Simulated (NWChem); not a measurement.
System: CsI cation, doublet; SMILES of the neutral closed-shell parent [I][Cs]

The following NWChem deck was run.

```
start job
memory heap 200 mb stack 900 mb global 1100 mb
charge 1
geometry units angstroms
  Cs     0.000000     0.000000    -1.980159
  I      0.000000     0.000000     2.049170
end
basis spherical
  * library def2-svp
end
ecp
  I library def2-ecp
  Cs library def2-ecp
end
dft
  odft
  mult 2
  xc xcamb88 1.00 lyp 0.81 vwn_5 0.19 hfexch 1.00
  cam 0.33 cam_alpha 0.19 cam_beta 0.46
  iterations 150
end
driver
  maxiter 120
end
task dft optimize
dft
  grid fine
  convergence energy 1d-8 density 1d-7
end
task dft freq numerical
```

Excerpt of the output:

```
             Northwest Computational Chemistry Package (NWChem) 7.3.0
             --------------------------------------------------------

 ORDER OF PRIMARY AXIS IS BEING SET TO 4
 C4V symmetry detected

                             Geometry "geometry" -> ""
                             -------------------------

 Output coordinates in angstroms (scale by  1.889725989 to convert to a.u.)

  No.       Tag          Charge          X              Y              Z
 ---- ---------------- ---------- -------------- -------------- --------------
    1 Cs                  55.0000     0.00000000     0.00000000    -1.97735590
    2 I                   53.0000     0.00000000     0.00000000     2.05197310

 Effective nuclear repulsion energy (a.u.)     382.8309082813

      Symmetry information
      --------------------

 Group name             C4v
 Group number             18
 Group order               8
 No. of unique centers     2

                                Z-matrix (autoz)
                                --------

 Units are Angstrom for bonds and degrees for angles

      Type          Name      I     J     K     L     M      Value
      ----------- --------  ----- ----- ----- ----- ----- ----------
    1 Stretch                  1     2                       4.02933

                           NWChem Geometry Optimization
                           ----------------------------

 maximum gradient threshold         (gmax) =   0.000450
 rms gradient threshold             (grms) =   0.000300
 maximum cartesian step threshold   (xmax) =   0.001800
 rms cartesian step threshold       (xrms) =   0.001200
 fixed trust radius                (trust) =   0.300000
 source of zmatrix                         =   autoz

          -------------------
          Energy Minimization
          -------------------

 Using diagonal initial Hessian
 Scaling for Hessian diagonals: bonds = 1.00  angles = 0.25  torsions = 0.10

          --------
          Step   0

                                 NWChem DFT Module
                                 -----------------

 Summary of "ao basis" -> "ao basis" (spherical)
 ------------------------------------------------------------------------------
       Tag                 Description            Shells   Functions and Types
 ---------------- ------------------------------  ------  ---------------------
 Cs                         def2-svp                10       24   5s3p2d
 I                          def2-svp                10       26   4s4p2d

      Symmetry analysis of basis
      --------------------------

        a1         20
        a2          0
        b1          4
        b2          4
        e          22

            General Information
            -------------------
          SCF calculation type: DFT
          Wavefunction type:  spin polarized.
          No. of atoms     :     2
          No. of electrons :    33
           Alpha electrons :    17
            Beta electrons :    16
          Charge           :     1
          Spin multiplicity:     2
          Use of symmetry is: on ; symmetry adaption is: on
          Maximum number of iterations: 150
          AO basis - number of functions:    50
                     number of shells:    20
          Convergence on energy requested:  1.00D-06
          Convergence on density requested:  1.00D-05
          Convergence on gradient requested:  5.00D-04

              XC Information
              --------------
                     Hartree-Fock (Exact) Exchange  1.000
                   CAM-Becke88 Exchange Functional  1.000
                      VWN V Correlation Functional  0.190 local
              Lee-Yang-Parr Correlation Functional  0.810

           Range-Separation Parameters
           ---------------------------
           Alpha           :  0.19
           Beta            :  0.46
           Gamma           :  0.33
           Short-Range HF  :     F

             Grid Information
             ----------------
          Grid used for XC integration:  medium
          Radial quadrature: Mura-Knowles
          Angular quadrature: Lebedev.
          Tag              B.-S. Rad. Rad. Pts. Rad. Cut. Ang. Pts.
          ---              ---------- --------- --------- ---------
          Cs                  2.60      123          14.0       590
          I                   1.40      123          14.0       590
          Grid pruning is: on
          Number of quadrature shells:   246
          Spatial weights used:  Erf1

      Superposition of Atomic Density Guess
      -------------------------------------

 Sum of atomic energies:        -369.73479268

 Renormalizing density from      34.00 to     33

      Non-variational initial energy
      ------------------------------

 Total energy =    -313.708144
 1-e energy   =    -591.342909
 2-e energy   =     248.085209
 HOMO         =      -0.697990
 LUMO         =      -0.183298

   Symmetry analysis of molecular orbitals - initial alpha
   -------------------------------------------------------

 !! scf_movecs_sym_adapt:    8 vectors were symmetry contaminated

  Symmetry fudging

 !! scf_movecs_sym_adapt:    6 vectors were symmetry contaminated

  Numbering of irreducible representations:

[...]

      ----------------------
      Optimization converged
      ----------------------

  Step       Energy      Delta E   Gmax     Grms     Xrms     Xmax
  ---- ---------------- -------- -------- -------- -------- --------
@    7    -317.60771591  9.1D-07  0.00010  0.00010  0.00098  0.00170
                                     ok       ok       ok       ok

                                Z-matrix (autoz)
                                --------

 Units are Angstrom for bonds and degrees for angles

      Type          Name      I     J     K     L     M      Value     Gradient
      ----------- --------  ----- ----- ----- ----- ----- ---------- ----------
    1 Stretch                  1     2                       4.07241   -0.00010

                         Geometry "geometry" -> "geometry"
                         ---------------------------------

 Output coordinates in angstroms (scale by  1.889725989 to convert to a.u.)

  No.       Tag          Charge          X              Y              Z
 ---- ---------------- ---------- -------------- -------------- --------------
    1 Cs                  55.0000     0.00000000     0.00000000    -1.99889743
    2 I                   53.0000     0.00000000     0.00000000     2.07351464

 Effective nuclear repulsion energy (a.u.)     378.7808440478

      Symmetry information
      --------------------

 Group name             C4v
 Group number             18
 Group order               8
 No. of unique centers     2

                Final and change from initial internal coordinates
                --------------------------------------------------

                                Z-matrix (autoz)
                                --------

 Units are Angstrom for bonds and degrees for angles

      Type          Name      I     J     K     L     M      Value       Change
      ----------- --------  ----- ----- ----- ----- ----- ---------- ----------
    1 Stretch                  1     2                       4.07241    0.04308

 ==============================================================================
                                internuclear distances
 ------------------------------------------------------------------------------
       center one      |      center two      | atomic units |  angstroms
 ------------------------------------------------------------------------------
    2 I                |   1 Cs               |     7.69574  |     4.07241
 ------------------------------------------------------------------------------
                         number of included internuclear distances:          1
 ==============================================================================

[second-derivative integrals and response iterations left out]

  Vibrational analysis via the FX method

  See chapter 2 in "Molecular Vibrations" by Wilson, Decius and Cross

  Vib: Default input used

[...]

 Rotational Constants
 --------------------
 A=   0.000000 cm-1  (  0.000000 K)
 B=   0.015658 cm-1  (  0.022528 K)
 C=   0.015658 cm-1  (  0.022528 K)

 Temperature                      =   298.15K
 frequency scaling parameter      =   1.0000

 Linear Molecule

 Zero-Point correction to Energy  =    0.060 kcal/mol  (  0.000096 au)
 Thermal correction to Energy     =    2.075 kcal/mol  (  0.003306 au)
 Thermal correction to Enthalpy   =    2.667 kcal/mol  (  0.004250 au)

 Total Entropy                    =   68.543 cal/mol-K
   - Translational                =   42.545 cal/mol-K (mol. weight = 259.8055)
   - Rotational                   =   20.838 cal/mol-K (symmetry #  =        1)
   - Vibrational                  =    5.160 cal/mol-K

 Cv (constant volume heat capacity) =    6.945 cal/mol-K
   - Translational                  =    2.979 cal/mol-K
   - Rotational                     =    1.986 cal/mol-K
   - Vibrational                    =    1.980 cal/mol-K

[normal modes left out]

 ----------------------------------------------------------------------------
 Normal Eigenvalue ||           Projected Infra Red Intensities
  Mode   [cm**-1]  || [atomic units] [(debye/angs)**2] [(KM/mol)] [arbitrary]
 ------ ---------- || -------------- ----------------- ---------- -----------
    1        0.000 ||    0.006513           0.150         6.349      17.432
    2        0.000 ||    0.006513           0.150         6.349      17.432
    3        0.000 ||    0.000038           0.001         0.037       0.102
    4        0.000 ||    0.000038           0.001         0.037       0.102
    5        0.000 ||    0.003849           0.089         3.752      10.302
    6       41.993 ||    0.005466           0.126         5.329      14.630
 ----------------------------------------------------------------------------
```

Level: CAM-B3LYP/def2-SVP with def2 effective core potentials on I, Cs, spin-unrestricted. The state is orbitally degenerate and is run as one real component. The spin multiplicity was typed, not searched, and may not be the lowest. No stability test was run on the SCF state. def2 effective core potentials on I, Cs; no spin-orbit coupling.
